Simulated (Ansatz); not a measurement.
A nudged elastic band was laid between two geometries of C2H8Si + H2O (14 atoms, charge 0, multiplicity 1).

All numbers below come from RKS BLYP/def2-SVP in Ansatz.

```json
{"movable images": "9", "climbing image": "yes", "spring": "5.0 eV/Å²", "optimiser": "quadratic models (default)", "start path": "through a guess of the saddle point", "force threshold": "0.03 eV/Å", "iteration limit": "60", "end points": "relaxed"}
```

First end point:

```xyz
14
Properties=species:S:1:pos:R:3
Si -0.053 0.278 -0.380
H 1.425 0.355 -0.668
C -0.421 -1.238 0.697
C -0.996 0.264 -2.032
H -0.413 1.534 0.371
H 2.379 0.619 1.622
O 1.848 0.625 2.443
H -1.498 -1.301 0.956
H 0.167 -1.146 1.631
H -0.135 -2.180 0.186
H -2.093 0.240 -1.866
H -0.763 1.167 -2.633
H -0.726 -0.626 -2.638
H 1.279 1.410 2.313
```

Last end point:

```xyz
14
Properties=species:S:1:pos:R:3
Si -0.648 0.396 0.262
H 4.064 0.421 0.043
C -0.885 -1.355 0.954
C -0.818 0.430 -1.617
H -1.677 1.303 0.893
H 3.306 0.542 0.085
O 0.911 0.990 0.588
H -1.905 -1.732 0.731
H -0.757 -1.380 2.057
H -0.153 -2.063 0.513
H -1.826 0.087 -1.929
H -0.667 1.455 -2.011
H -0.068 -0.233 -2.096
H 1.125 1.138 1.527
```

Question: What changes between the two ends?

Answer: Bonds broken: Si1–H2, H6–O7. Bonds formed: Si1–O7, H2–H6. C2H8Si + H2O becomes C2H8OSi + H2.

Question: Give the energies along the band, and the barrier.

Answer: It converged. The highest image is number 4 of 0 to 10, 1.57 eV above the first end and 2.21 eV above the last; the last end lies 0.64 eV below the first. Neighbouring images differ by up to 1.5 eV, so the band resolves the path poorly. A vibrational analysis at the climbing image gives one clearly imaginary mode, 1088i cm⁻¹: a first-order saddle point. The orbitals stay closed-shell, which can raise the energy where a bond breaks towards radicals; this wasn't checked here.

| image | path coordinate (Å) | energy (eV) | Si1–H2 (Å) | H6–O7 (Å) | Si1–O7 (Å) |
| --- | --- | --- | --- | --- | --- |
| 0 | 0.00 | 0.00 | 1.51 | 0.98 | 3.42 |
| 1 | 1.04 | 0.04 | 1.51 | 0.98 | 3.31 |
| 2 | 2.07 | 0.15 | 1.51 | 0.98 | 3.29 |
| 3 | 3.11 | 0.58 | 1.53 | 0.98 | 2.80 |
| 4 | 4.14 | 1.57 | 1.81 | 1.15 | 1.98 |
| 5 | 5.04 | 0.08 | 2.48 | 1.78 | 1.74 |
| 6 | 5.94 | -0.49 | 3.30 | 2.17 | 1.70 |
| 7 | 6.84 | -0.60 | 3.92 | 2.44 | 1.70 |
| 8 | 7.74 | -0.60 | 4.08 | 2.44 | 1.70 |
| 9 | 8.64 | -0.63 | 4.44 | 2.49 | 1.70 |
| 10 | 9.54 | -0.64 | 4.72 | 2.49 | 1.70 |

Question: What is the geometry of the highest image?

Answer: 
```xyz
14
Properties=species:S:1:pos:R:3
Si -0.118 0.184 0.199
H 1.538 -0.313 -0.320
C -0.534 -1.538 0.875
C -0.529 0.568 -1.624
H -1.101 1.106 0.915
H 1.832 0.487 0.432
O 1.299 1.091 1.245
H -1.635 -1.661 0.952
H -0.113 -1.649 1.895
H -0.119 -2.348 0.243
H -1.629 0.656 -1.753
H -0.087 1.544 -1.918
H -0.134 -0.201 -2.317
H 1.330 2.071 1.176
```

Run time: 5.4 min on 2 threads of AMD EPYC 9R14 (Zen 4), on a shared host, peak memory 0.16 GiB.
